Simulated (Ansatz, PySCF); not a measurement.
Process, species as SMILES: C1=CO[SiH2]C=C1 [2H-oxasiline] + 4 C (CH4) + O (H2O) + [SiH4] (SiH4) -> 2 C=C (C2H4) [ethene] + CC (C2H6) + CO (CH4O) + C[SiH3] + O[SiH3] [hydroxysilane]
Geometries: B3LYP-D3(BJ)/def2-TZVP minima from Ansatz (a first-principles code), one conformer each, not searched for the lowest. Unstable Hartree-Fock reference: C1=CO[SiH2]C=C1.

Property: bond separation energy (0 K, with B3LYP-D3(BJ) harmonic zero-point energies from PySCF), in kcal/mol. Cores are frozen in the correlated levels unless marked. Spin-orbit coupling is left out. No relativistic terms. Basis-set limits of correlation are two-point, X^-3; Hartree-Fock from the larger set. The bracket is a focal-point correction in the basis named.

```tsv
level	program	bond separation energy (kcal/mol)
PBE0/def2-SVP	Ansatz	32.6
r2SCANh/def2-TZVPD	Ansatz	33.3
r2SCAN0-D4/def2-TZVPD	Ansatz + dftd4	32.6
CCSD/aug-cc-pV(T+d)Z	Ansatz	27.5
CCSD/cc-pwCVTZ	Ansatz	[?]
RI-MP2/CBS(cc-pV(T+d)Z,cc-pV(Q+d)Z)+[CCSD(T)-MP2]/cc-pV(T+d)Z	Ansatz	[?]
```

Some entries are withheld; supply them.


- CCSD/cc-pwCVTZ, bond separation energy (kcal/mol): 27.3
- RI-MP2/CBS(cc-pV(T+d)Z,cc-pV(Q+d)Z)+[CCSD(T)-MP2]/cc-pV(T+d)Z, bond separation energy (kcal/mol): 29.5
